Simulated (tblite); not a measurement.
Species: C₇H₁₂N₂Si.
Bonds: C1–C2 (double), C2–C3, C3–C4 (aromatic), C4–N5 (aromatic), N5–N6 (aromatic), N6–Si7, Si7–C8, Si7–C9, N6–C10 (aromatic), C3–C10 (aromatic). Hydrogens: H11, H12 on C1; H13 on C2; H14 on C4; H15 on Si7; H16, H17, H18 on C8; H19, H20, H21 on C9; H22 on C10.

Computed with GFN2-xTB (tblite), gas phase: L-BFGS steps from a force-field or distance-geometry start until the largest atomic force falls under 0.01 eV/Å.

Step 10: E = -779.7741 eV
```
atom  x, y, z in Å  |  force x, y, z in eV/Å
C1      3.9944    0.6637    0.7642   -0.045  -0.039  -0.046
C2      3.4184   -0.2431   -0.0193    0.010   0.026   0.019
C3      1.9890   -0.3770   -0.2074    0.008   0.040   0.004
C4      1.3059   -1.3134   -1.0241   -0.007   0.022   0.049
N5      0.0049   -1.1542   -0.9573    0.082   0.059   0.019
N6     -0.2103   -0.1255   -0.1171   -0.006   0.047   0.056
Si7    -1.8404    0.4434    0.2701   -0.114  -0.014  -0.023
C8     -2.8224   -0.9516    1.1061    0.014   0.032  -0.027
C9     -2.6936    1.0554   -1.3129    0.009  -0.023   0.026
C10     0.9615    0.3597    0.3474    0.006   0.000   0.017
H11     3.4177    1.3812    1.3238   -0.015  -0.020  -0.008
H12     5.0630    0.7304    0.8780   -0.005  -0.049  -0.042
H13     4.0290   -0.9488   -0.5723   -0.060   0.030   0.029
H14     1.7354   -2.0805   -1.6393   -0.029  -0.011  -0.007
H15    -1.5959    1.5576    1.2041    0.020  -0.048  -0.034
H16    -3.8095   -0.5951    1.3851   -0.007  -0.021   0.003
H17    -2.9536   -1.8013    0.4420    0.032   0.013  -0.016
H18    -2.3360   -1.3123    2.0085    0.021   0.020  -0.027
H19    -2.1353    1.8506   -1.7992    0.020  -0.014   0.031
H20    -2.8172    0.2550   -2.0368    0.027  -0.028   0.019
H21    -3.6805    1.4423   -1.0776   -0.006   0.003  -0.021
H22     0.9651    1.1828    1.0333    0.044  -0.025  -0.023
```

Step 11: E = -779.7755 eV
```
atom  x, y, z in Å  |  force x, y, z in eV/Å
C1      3.9948    0.6624    0.7631   -0.043  -0.009  -0.024
C2      3.4167   -0.2423   -0.0201    0.041   0.003   0.019
C3      1.9882   -0.3753   -0.2058   -0.002   0.035  -0.002
C4      1.3065   -1.3120   -1.0229    0.004  -0.006   0.025
N5      0.0062   -1.1514   -0.9553    0.018   0.040   0.001
N6     -0.2105   -0.1230   -0.1153   -0.003   0.030   0.046
Si7    -1.8422    0.4437    0.2698   -0.088  -0.036  -0.039
C8     -2.8223   -0.9509    1.1055   -0.004   0.003  -0.013
C9     -2.6940    1.0549   -1.3130   -0.002  -0.011   0.004
C10     0.9608    0.3617    0.3501    0.047  -0.022  -0.011
H11     3.4171    1.3786    1.3219   -0.018   0.006   0.012
H12     5.0629    0.7294    0.8771    0.005  -0.051  -0.042
H13     4.0275   -0.9482   -0.5714   -0.059   0.011   0.007
H14     1.7330   -2.0820   -1.6404   -0.045   0.051   0.043
H15    -1.5917    1.5543    1.2020    0.015  -0.004   0.001
H16    -3.8102   -0.5984    1.3861   -0.013  -0.008  -0.002
H17    -2.9523   -1.8015    0.4427    0.029   0.008  -0.034
H18    -2.3365   -1.3130    2.0071    0.037   0.025  -0.012
H19    -2.1354    1.8499   -1.7994    0.026  -0.012   0.031
H20    -2.8160    0.2543   -2.0370    0.024  -0.029   0.020
H21    -3.6813    1.4430   -1.0806   -0.003  -0.005  -0.016
H22     0.9682    1.1850    1.0351    0.032  -0.017  -0.014
```

Step 12: E = -779.7765 eV
```
atom  x, y, z in Å  |  force x, y, z in eV/Å
C1      3.9946    0.6615    0.7621   -0.014   0.023   0.006
C2      3.4160   -0.2419   -0.0204    0.024  -0.010   0.012
C3      1.9879   -0.3734   -0.2048    0.018  -0.004  -0.021
C4      1.3074   -1.3112   -1.0215   -0.056   0.020   0.028
N5      0.0069   -1.1484   -0.9537    0.005   0.011  -0.010
N6     -0.2108   -0.1206   -0.1131    0.012   0.006   0.022
Si7    -1.8450    0.4435    0.2691   -0.027  -0.032  -0.030
C8     -2.8225   -0.9506    1.1049   -0.019  -0.023   0.001
C9     -2.6943    1.0544   -1.3132   -0.013  -0.001  -0.016
C10     0.9612    0.3628    0.3518    0.027   0.002  -0.001
H11     3.4164    1.3768    1.3207   -0.016   0.021   0.023
H12     5.0628    0.7277    0.8757    0.006  -0.046  -0.039
H13     4.0255   -0.9478   -0.5709   -0.040  -0.014  -0.016
H14     1.7305   -2.0820   -1.6403   -0.035   0.059   0.050
H15    -1.5883    1.5518    1.2005    0.006   0.017   0.017
H16    -3.8109   -0.6009    1.3867   -0.016  -0.003  -0.005
H17    -2.9509   -1.8015    0.4426    0.025   0.002  -0.042
H18    -2.3362   -1.3130    2.0059    0.045   0.027  -0.004
H19    -2.1351    1.8492   -1.7990    0.029  -0.011   0.029
H20    -2.8147    0.2534   -2.0369    0.019  -0.029   0.016
H21    -3.6819    1.4434   -1.0831   -0.005  -0.009  -0.015
H22     0.9708    1.1861    1.0360    0.027  -0.004  -0.001
```

Task: Estimate the geometry and energy of step 13. (The exact step hangs on the optimiser's Hessian estimate; all steps are aligned on step 12, rigid shifts and turns removed.)

Result: E = -779.7774 eV, largest force 0.080 eV/Å
```
atom  x, y, z in Å  |  force x, y, z in eV/Å
C1      3.9944    0.6613    0.7613    0.008   0.037   0.024
C2      3.4158   -0.2418   -0.0203    0.003  -0.016   0.003
C3      1.9881   -0.3720   -0.2044    0.007  -0.010  -0.008
C4      1.3070   -1.3098   -1.0195   -0.037   0.011   0.001
N5      0.0075   -1.1455   -0.9524   -0.055   0.000  -0.004
N6     -0.2108   -0.1185   -0.1108    0.011  -0.005   0.002
Si7    -1.8479    0.4429    0.2681    0.036  -0.013  -0.006
C8     -2.8230   -0.9509    1.1045   -0.023  -0.035   0.007
C9     -2.6949    1.0540   -1.3138   -0.016   0.001  -0.025
C10     0.9620    0.3638    0.3532    0.016   0.007  -0.003
H11     3.4155    1.3757    1.3202   -0.007   0.027   0.025
H12     5.0628    0.7255    0.8738    0.005  -0.035  -0.031
H13     4.0231   -0.9479   -0.5709   -0.017  -0.033  -0.032
H14     1.7278   -2.0809   -1.6394   -0.026   0.057   0.049
H15    -1.5852    1.5499    1.1995   -0.007   0.021   0.018
H16    -3.8118   -0.6031    1.3872   -0.016  -0.005  -0.007
H17    -2.9493   -1.8016    0.4417    0.018  -0.005  -0.042
H18    -2.3351   -1.3127    2.0049    0.044   0.027  -0.003
H19    -2.1342    1.8485   -1.7982    0.030  -0.010   0.024
H20    -2.8133    0.2521   -2.0365    0.014  -0.027   0.007
H21    -3.6825    1.4435   -1.0856   -0.009  -0.011  -0.015
H22     0.9736    1.1869    1.0366    0.022   0.015   0.016
```

The energy changes by -0.0008 eV. The first-order estimate −F·Δx gives -0.0012 eV and the mean of the old and new forces, exact on a quadratic surface, -0.0009 eV. The step makes an angle of 55° with the force vector and moves no atom by more than 0.004 Å.

The cost below is that of the whole relaxation. Time: 0.72 s wall. Hardware: Arm Neoverse V1, one thread, shared host with 32 logical CPUs at a one-minute load of 11.
